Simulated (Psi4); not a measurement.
H₁₀PSi₃ (SMILES [SiH3][PH+]([SiH3])[SiH3]), charge +1, singlet, at a GFN2-xTB geometry, with bond 11-3 at 1.3 times its length; Psi4 with R2SCAN/STO-3G.

The Psi4 input:
```
memory 2 GB

molecule {
1 1
Si    0.04855822    2.11290942   -0.85500834
P     0.01950077    0.08838821    0.25094838
Si    1.93130246   -1.20017790    0.16561152
Si   -2.00194028   -1.01280841    0.40526237
H     1.33519795    2.68962615   -0.47445846
H    -0.05592548    1.70799273   -2.25325371
H    -1.12206275    2.80668367   -0.32473858
H     0.12031585    0.54533767    1.54830160
H     3.00016157   -0.24023002    0.42810434
H     1.89511433   -1.72527509   -1.19561141
H     1.65547785   -2.49084176    1.53039893
H    -1.75914735   -2.02730016    1.42737797
H    -2.93537617    0.04252360    0.78975421
H    -2.18080473   -1.53110888   -0.94726734
}

set {
  basis sto-3g
  df_basis_scf cc-pvqz-jkfit
}

energy('r2scan')
print_variables()
```

Output, abridged:

```
   => Loading Basis Set <=

    Name: STO-3G
    Role: ORBITAL
    Keyword: BASIS

         ---------------------------------------------------------
                                   SCF
               by Justin Turney, Rob Parrish, Andy Simmonett
                          and Daniel G. A. Smith
                              RKS Reference
         ---------------------------------------------------------

  ==> Geometry <==

    Molecular point group: c1
    Full point group: C1

    Geometry (in Angstrom), charge = 1, multiplicity = 1:

       Center              X                  Y                   Z               Mass
    ------------   -----------------  -----------------  -----------------  -----------------
         SI           0.049047281148     2.115201433926    -0.857859537977    27.976926534650
         P            0.019989831148     0.090680223926     0.248097182023    30.973761998420
         SI           1.931791521148    -1.197885886074     0.162760322023    27.976926534650
         SI          -2.001451218852    -1.010516396074     0.402411172023    27.976926534650
         H            1.335687011148     2.691918163926    -0.477309657977     1.007825032230
         H           -0.055436418852     1.710284743926    -2.256104907977     1.007825032230
         H           -1.121573688852     2.808975683926    -0.327589777977     1.007825032230
         H            0.120804911148     0.547629683926     1.545450402023     1.007825032230
         H            3.000650631148    -0.237938006074     0.425253142023     1.007825032230
         H            1.895603391148    -1.722983076074    -1.198462607977     1.007825032230
         H            1.655966911148    -2.488549746074     1.527547732023     1.007825032230
         H           -1.758658288852    -2.025008146074     1.424526772023     1.007825032230
         H           -2.934887108852     0.044815613926     0.786903012023     1.007825032230
         H           -2.180315668852    -1.528816866074    -0.950118537977     1.007825032230

  Running in c1 symmetry.

  Rotational constants: A =      0.06290  B =      0.06233  C =      0.03317 [cm^-1]
  Rotational constants: A =   1885.82695  B =   1868.50172  C =    994.51358 [MHz]
  Nuclear repulsion =  341.386520933234124

  Charge       = 1
  Multiplicity = 1
  Electrons    = 66
  Nalpha       = 33
  Nbeta        = 33

  ==> Algorithm <==

  SCF Algorithm Type is DF.
  DIIS enabled.
  MOM disabled.
  Fractional occupation disabled.
  Guess Type is SAD.
  Energy threshold   = 1.00e-06
  Density threshold  = 1.00e-06
  Integral threshold = 1.00e-12

  ==> Primary Basis <==

  Basis Set: STO-3G
    Blend: STO-3G
    Number of shells: 30
    Number of basis functions: 46
    Number of Cartesian functions: 46
    Spherical Harmonics?: true
    Max angular momentum: 1

  ==> DFT Potential <==

   => LibXC <=

    Version 7.1.2
    S. Lehtola, C. Steigemann, M. J. T. Oliveira, and M. A. L. Marques,  SoftwareX 7, 1–5 (2018) (10.1016/j.softx.2017.11.002)

   => Composite Functional: R2SCAN <=

    r2SCAN Meta-GGA XC Functional  (0.1021/acs.jpclett.0c02405)
    J. W. Furness, A. D. Kaplan, J. Ning, J. P. Perdew, J. Sun  J. Phys. Chem. Lett.  11, 8208–8215, 2020

    Deriv               =              1
    GGA                 =           TRUE
    Meta                =           TRUE

    Exchange Hybrid     =          FALSE
    MP2 Hybrid          =          FALSE

   => Exchange Functionals <=

    1.0000   XC_MGGA_X_R2SCAN

   => Correlation Functionals <=

    1.0000   XC_MGGA_C_R2SCAN

   => LibXC Density Thresholds  <==

    XC_MGGA_C_R2SCAN:  1.00E-15
    XC_MGGA_X_R2SCAN:  1.00E-11

   => Molecular Quadrature <=

    Radial Scheme          =       TREUTLER
    Pruning Scheme         =           NONE
    Nuclear Scheme         =       TREUTLER

    Blocking Scheme        =         OCTREE
    BS radius alpha        =              1
    Pruning alpha          =              1
[...]

  ==> Integral Setup <==

  SCF_SUBTYPE=INCORE selected. In-core MEM_DF algorithm will be used.
  Using in-core AOs.

  ==> MemDFJK: Density-Fitted J/K Matrices <==

    J tasked:                   Yes
    K tasked:                    No
    wK tasked:                   No
    Algorithm:                 Core
    Schwarz Cutoff:           1E-12
    Mask sparsity (%):       9.6408
    Fitting Condition:        1E-10

   => Auxiliary Basis Set <=

  Basis Set: CC-PVQZ-JKFIT
    Blend: CC-PVQZ-JKFIT
    Number of shells: 290
    Number of basis functions: 1102
    Number of Cartesian functions: 1424
    Spherical Harmonics?: true
    Max angular momentum: 5

  Minimum eigenvalue in the overlap matrix is 2.9084842740E-01.
  Reciprocal condition number of the overlap matrix is 1.4545332314E-01.
    Using symmetric orthogonalization.

  ==> Pre-Iterations <==

  SCF Guess: Superposition of Atomic Densities via on-the-fly atomic UHF (no occupation information).

   -------------------------
    Irrep   Nso     Nmo
   -------------------------
     A         46      46
   -------------------------
    Total      46      46
   -------------------------

  ==> Iterations <==

                           Total Energy        Delta E     RMS |[F,P]|

   @DF-RKS iter SAD: -1198.95045306527845   -1.19895e+03   0.00000e+00
   @DF-RKS iter   1: -1201.51405888950330   -2.56361e+00   8.33163e-03 ADIIS/DIIS
   @DF-RKS iter   2: -1201.50109825157597    1.29606e-02   8.17473e-03 ADIIS/DIIS
   @DF-RKS iter   3: -1201.63629667447458   -1.35198e-01   1.21086e-03 ADIIS/DIIS
   @DF-RKS iter   4: -1201.63942415478323   -3.12748e-03   1.20181e-04 ADIIS/DIIS
   @DF-RKS iter   5: -1201.63945174057699   -2.75858e-05   2.71394e-05 DIIS
   @DF-RKS iter   6: -1201.63945305628340   -1.31571e-06   6.20757e-06 DIIS
   @DF-RKS iter   7: -1201.63945312376313   -6.74797e-08   1.73784e-06 DIIS
   @DF-RKS iter   8: -1201.63945313089653   -7.13339e-09   8.37779e-08 DIIS
  Energy and wave function converged.

  ==> Post-Iterations <==

   Electrons on quadrature grid:
      Ntotal   =   65.9999891026 ; deviation = -1.090e-05

    Orbital Energies [Eh]
    ---------------------

    Doubly Occupied:

[...]
    Virtual:

[...]
      46A      0.190925

    Final Occupation by Irrep:
              A
    DOCC [    33 ]
    NA   [    33 ]
    NB   [    33 ]

  @DF-RKS Final Energy: -1201.63945313089653

   => Energetics <=

    Nuclear Repulsion Energy =            341.3865209332341237
    One-Electron Energy =               -2337.5061842467976021
    Two-Electron Energy =                 883.8445469468451847
    DFT Exchange-Correlation Energy =     -89.3643367641781765
    Empirical Dispersion Energy =           0.0000000000000000
    VV10 Nonlocal Energy =                  0.0000000000000000
    Total Energy =                      -1201.6394531308965270

Computation Completed

Properties will be evaluated at   0.000000,   0.000000,   0.000000 [a0]

Properties computed using the SCF density matrix

 Multipole Moments:

 ------------------------------------------------------------------------------------
     Multipole            Electronic (a.u.)      Nuclear  (a.u.)        Total (a.u.)
 ------------------------------------------------------------------------------------

 L = 1.  Multiply by 2.5417464519 to convert [e a0] to [Debye]
 Dipole X            :          0.0738413           -0.0583636            0.0154777
 Dipole Y            :          0.3319337           -0.2726506            0.0592832
 Dipole Z            :         -0.1154468            0.2341762            0.1187293
 Magnitude           :                                                    0.1336065

 ------------------------------------------------------------------------------------

  Variable Map:
  ----------------------------------------------------------------------------
[...]
  Array Variable Map:
  ----------------------------------------------------------------------------
[...]
[...]
```
